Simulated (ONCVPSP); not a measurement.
## Reading a pseudo-wave (caesium)

Columns: radius, all-electron u(r) and pseudo u(r) of the 5s shell (level -26.79 eV) of caesium in the configuration [Kr] 4d10 5s2 5p6 6s1; PBEsol, scalar-relativistic, ONCV scheme, ONCVPSP 4.0.1.

| r (bohr) | all-electron | pseudo |
| --- | --- | --- |
| 0.160 | 0.1696 | 0.0935 |
| 0.320 | 0.0770 | 0.1909 |
| 0.480 | -0.4172 | 0.2945 |
| 0.640 | -0.3985 | 0.4030 |
| 0.800 | -0.0603 | 0.5121 |
| 0.960 | 0.3207 | 0.6145 |
| 1.120 | 0.6156 | 0.7017 |
| 1.280 | 0.7967 | 0.7661 |
| 1.440 | 0.8790 | 0.8023 |
| 1.600 | 0.8881 | 0.8082 |
| 1.760 | 0.8489 | 0.7856 |
| 1.920 | 0.7813 | 0.7393 |
| 2.080 | 0.6998 | 0.6759 |
| 2.240 | 0.6143 | 0.6027 |
| 2.400 | 0.5309 | 0.5263 |
| 2.560 | 0.4534 | 0.4520 |
| 2.720 | 0.3834 | 0.3831 |
| 2.880 | 0.3217 | 0.3217 |
| 3.040 | 0.2682 | 0.2682 |
| 3.200 | 0.2225 | 0.2225 |
| 3.360 | 0.1837 | 0.1837 |
| 3.520 | 0.1512 | 0.1512 |
| 3.680 | 0.1241 | 0.1241 |
| 3.840 | 0.1016 | 0.1016 |
| 4.000 | 0.0830 | 0.0830 |
| 4.160 | 0.0677 | 0.0677 |

(1) How many radial nodes do the two functions have?

(2) At about which radius was the pseudo-wave matched?

(3) Where does each function peak?

(4) Is the pseudo-wave norm-conserving?

Results:

(1) The all-electron 5s function has n − l − 1 = 4 (the table is too coarse to show those close to the nucleus); the pseudo-wave has 0, since the states of the same l below it are removed with the core.

(2) 3.00 bohr. The columns agree to 0.0005 from 2.72 bohr on; several derivatives are matched, so the curves merge somewhat inside the radius.

(3) Outermost all-electron maximum near 1.60 bohr, pseudo maximum near 1.60 bohr (to the table’s step).

(4) Yes: the ONCV scheme keeps the norm inside the radius equal to the all-electron one, which fixes the energy derivative of the logarithmic derivative at the level.
